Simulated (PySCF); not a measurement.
AlFH₄O₃Si, SMILES [OH][Al]([OH])[O][SiH2]F. Atoms are numbered in the order given.

```xyz
10

Si     1.9479    -0.0260    -0.2798
F      2.4488     0.3041     1.2333
O      0.3328     0.2065    -0.3664
Al    -1.3343    -0.0488    -0.1403
O     -1.8946    -1.6470    -0.0295
O     -2.4275     1.2490    -0.0540
H      2.3067    -1.4355    -0.5605
H      2.6382     0.9182    -1.1879
H     -2.8256    -1.8647     0.0943
H     -2.1686     2.1760    -0.1049
```
Charge 0, spin multiplicity 1.

Coordinates come from a TPSSh-D3(BJ)/def2-SVP optimisation. The structure was generated by enumeration; whether it is a known compound was not checked. One conformer was computed; it need not be the lowest.

The numbers are results of PBE/def2-TZVP (PySCF), not measurements.

ESP charges are fitted to the potential on shells at 1.4 to 2.0 van der Waals radii. Atomic charges (e):

| atom | IAO | ESP fit |
|---|---|---|
| Si1 | 1.25 | 0.65 |
| F2 | -0.52 | -0.27 |
| O3 | -0.88 | -0.61 |
| Al4 | 1.35 | 1.20 |
| O5 | -0.81 | ? |
| O6 | -0.81 | ? |
| H7 | -0.16 | ? |
| H8 | -0.16 | ? |
| H9 | 0.37 | ? |
| H10 | 0.37 | ? |

### Question
Fill in the missing entries. (Estimate from the structure and the level; the computed values follow.)

### Answer

- O5, ESP fit: -0.77
- O6, ESP fit: -0.84
- H7, ESP fit: -0.09
- H8, ESP fit: -0.10
- H9, ESP fit: 0.41
- H10, ESP fit: 0.42
